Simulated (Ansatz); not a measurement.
The inner images of a band of BCl2H3O (7 atoms, charge 0, multiplicity 1) are given out of order.

Computed with RKS B3LYP/def2-SVP (Ansatz 0.2.0).

First end point:

```xyz
7
Properties=species:S:1:pos:R:3
B 0.006 -0.108 0.156
Cl -0.087 0.566 1.864
H 1.043 0.096 -0.409
Cl -1.498 0.148 -0.868
O -0.046 -1.757 0.428
H -0.903 -2.047 0.060
H -0.099 -1.859 1.398
```

Last end point:

```xyz
7
Properties=species:S:1:pos:R:3
B -0.311 -0.295 -0.621
Cl 0.837 -0.695 3.260
H 0.426 0.619 -0.389
Cl -1.073 -0.450 -2.211
O -0.552 -1.205 0.347
H -1.155 -1.921 0.094
H 0.244 -1.013 2.149
```

Q: Put them in order from the first end to the last, with their energies above the first end.
A.
```xyz
7
Properties=species:S:1:pos:R:3
B -0.072 -0.481 -0.501
Cl -0.023 0.023 2.781
H 0.961 0.121 -0.545
Cl -1.554 0.225 -1.156
O -0.082 -1.717 0.052
H -0.946 -2.156 0.031
H 0.132 -0.975 1.968
```
B.
```xyz
7
Properties=species:S:1:pos:R:3
B -0.186 -0.386 -0.615
Cl 0.363 -0.364 3.207
H 0.759 0.344 -0.531
Cl -1.474 -0.051 -1.780
O -0.253 -1.468 0.191
H -1.043 -2.015 0.064
H 0.250 -1.021 2.094
```
C.
```xyz
7
Properties=species:S:1:pos:R:3
B -0.037 -0.460 -0.340
Cl -0.074 0.102 2.384
H 1.002 0.124 -0.432
Cl -1.535 0.230 -0.973
O -0.039 -1.745 0.138
H -0.912 -2.163 0.105
H 0.011 -1.050 1.748
```
D.
```xyz
7
Properties=species:S:1:pos:R:3
B -0.125 -0.437 -0.587
Cl 0.125 -0.184 3.062
H 0.881 0.212 -0.600
Cl -1.555 0.117 -1.468
O -0.148 -1.596 0.106
H -0.991 -2.071 0.055
H 0.228 -1.001 2.061
```
E.
```xyz
7
Properties=species:S:1:pos:R:3
B -0.013 -0.179 0.069
Cl -0.106 0.329 1.950
H 1.043 0.111 -0.412
Cl -1.489 0.198 -0.912
O -0.039 -1.755 0.401
H -0.906 -2.124 0.146
H -0.075 -1.542 1.387
```
F.
```xyz
7
Properties=species:S:1:pos:R:3
B -0.251 -0.339 -0.624
Cl 0.611 -0.527 3.271
H 0.599 0.486 -0.450
Cl -1.312 -0.246 -2.036
O -0.388 -1.341 0.272
H -1.096 -1.971 0.069
H 0.253 -1.024 2.126
```
G.
```xyz
7
Properties=species:S:1:pos:R:3
B -0.028 -0.314 -0.101
Cl -0.094 0.160 2.111
H 1.034 0.130 -0.412
Cl -1.508 0.206 -0.935
O -0.039 -1.735 0.336
H -0.900 -2.147 0.154
H -0.049 -1.260 1.476
```

A: E (+18.9 kJ/mol), G (+66.4 kJ/mol), C (-3.7 kJ/mol), A (-27.6 kJ/mol), D (-30.9 kJ/mol), B (-31.9 kJ/mol), F (-32.8 kJ/mol).

The run took 5.5 min on 1 thread of Arm Neoverse V1, with other jobs on the host, peak memory 0.18 GiB.
